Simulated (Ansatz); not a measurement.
Si₂Ge₃⁺. Total charge 1; doublet. Geometry PBE-D4/def2-SVP, that of the neutral singlet; atoms count from 1.

```xyz
5

Si    1.260    0.335   -0.255
Si   -0.937   -0.934   -0.127
Ge   -0.844    0.464    1.793
Ge   -0.467    1.972   -0.197
Ge    0.988   -1.837   -1.214
```

The structure comes from a short search, and lower isomers may exist.

**Question.** Estimate the Mulliken populations from the PBE0/def2-TZVP orbitals of Ansatz.

**Answer.** 
```tsv
atom	charge (e)	spin (α − β)
Si1	0.07	0.21
Si2	0.07	0.21
Ge3	0.28	0.33
Ge4	0.28	0.33
Ge5	0.31	-0.08
```
Mulliken values depend strongly on the basis.

**Question.** Where does the spin sit?

**Answer.** Summed by element: Si 0.42, Ge 0.58, of 1 unpaired in all. Largest on single atoms: Ge3 0.33, Ge4 0.33, Si1 0.21.

**Question.** And the Mayer bond orders between heavy atoms (over 0.3)?

**Answer.** Si1–Si2 0.82 (2.54 Å); Si1–Ge3 0.45 (2.94 Å); Si1–Ge4 0.99 (2.38 Å); Si1–Ge5 0.94 (2.39 Å); Si2–Ge3 0.99 (2.38 Å); Si2–Ge4 0.45 (2.94 Å); Si2–Ge5 0.94 (2.39 Å); Ge3–Ge4 0.73 (2.53 Å).
